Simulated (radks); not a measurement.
Coulomb parameter of the 4f shell of the europium ion Eu3+ in the model configuration [Xe] 4f5 6s1, as a second difference U = [E(n + 0.5) + E(n - 0.5) - 2 E(n)] / (0.5)^2 with all orbitals relaxed. "Bare": the charge of the atom changes with n. "Screened": the 6s shell takes up the change at fixed total charge, which measures U(4f,4f) + U(6s,6s) - 2 U(4f,6s). Method: scalar-relativistic Kohn-Sham, BLYP, spin-unpolarised, spherical densities, point nucleus; computed with a radial shooting solver on a logarithmic mesh with Libxc functionals.

[
 {"case": "start", "configuration": "[Xe] 4f5 6s1", "E - E(n) (eV)": "0.000"},
 {"case": "bare +0.5", "configuration": "[Xe] 4f5.5 6s1", "E - E(n) (eV)": "-19.115"},
 {"case": "bare -0.5", "configuration": "[Xe] 4f4.5 6s1", "E - E(n) (eV)": "24.092"},
 {"case": "screened +0.5", "configuration": "[Xe] 4f5.5 6s0.5", "E - E(n) (eV)": "-8.139"},
 {"case": "screened -0.5", "configuration": "[Xe] 4f4.5 6s1.5", "E - E(n) (eV)": "10.310"}
]

U(bare) = 19.905 eV, U(screened by 6s) = 8.687 eV, against the Slater integral F0(4f,4f) = 30.415 eV with frozen orbitals.
